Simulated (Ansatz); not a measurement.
Basis sets compared for the cluster VO₄H₃ (the lowest singlet isomer of a short search). The state is a singlet with charge 0. Geometry r2SCAN-D4/def2-SVP. Ansatz on 4 threads of Arm Neoverse V2 on a shared host; times are rough, and most runs start from earlier orbitals.

Cartesian coordinates in Å:
```
V 0.4334 0.1303 -0.1768
O 0.1701 0.5022 1.6211
O -0.3634 -0.8560 1.4188
O 1.7726 -0.5724 -0.5633
O -0.8521 0.1069 -1.3739
H -1.3289 -0.7143 1.4674
H -0.7621 -0.2612 -2.2653
H 0.9304 1.6646 -0.1280
```

The structure holds one bond between oxygen atoms, so isomers without such links may lie far lower. The restricted singlet is unstable towards broken spin symmetry in Hartree–Fock (as tested in another run); at PBE-D4/def2-SVP, PBE-D4/def2-TZVPD, r2SCAN-D4/def2-TZVP, r2SCAN-D4/def2-TZVPD and others this wasn't settled. Another isomer (singlet) lies 0.13 eV lower at PBE-D4/def2-TZVP; other spin states weren't run for this one.

Binding counts from free atoms (V quartet, O triplet, H doublet) in the same basis, without a counterpoise term.

```json
{"level": "PBE-D4/def2-SVP", "functions": "102", "energy (Eh)": "-1245.8679", "HOMO (eV)": "-6.88", "LUMO (eV)": "-3.67", "binding per atom (eV)": "–", "wall time": "0.95 s"}
{"level": "PBE-D4/def2-TZVP (with forces)", "functions": "187", "energy (Eh)": "-1246.3680", "HOMO (eV)": "-7.17", "LUMO (eV)": "-3.86", "binding per atom (eV)": "–", "wall time": "2 s"}
{"level": "r2SCAN-D4/def2-TZVP", "functions": "187", "energy (Eh)": "-1246.7069", "HOMO (eV)": "-7.57", "LUMO (eV)": "-3.83", "binding per atom (eV)": "–", "wall time": "3.4 s"}
{"level": "PBE0-D4/def2-SVP", "functions": "102", "energy (Eh)": "-1245.8098", "HOMO (eV)": "-8.77", "LUMO (eV)": "-2.73", "binding per atom (eV)": "3.59", "wall time": "1.3 s"}
{"level": "PBE0-D4/def2-TZVP", "functions": "187", "energy (Eh)": "-1246.3108", "HOMO (eV)": "-8.91", "LUMO (eV)": "-2.77", "binding per atom (eV)": "–", "wall time": "2.4 s"}
```

Estimate the rows for PBE-D4/def2-TZVPD, r2SCAN-D4/def2-TZVPD, PBE0-D4/def2-TZVPD.


```csv
level,functions,energy (Eh),HOMO (eV),LUMO (eV),binding per atom (eV),wall time
PBE-D4/def2-TZVPD,235,-1246.3722,-7.22,-3.91,–,2.9 s
r2SCAN-D4/def2-TZVPD,235,-1246.7105,-7.59,-3.85,–,4.8 s
PBE0-D4/def2-TZVPD,235,-1246.3146,-8.94,-2.80,–,3.6 s
```
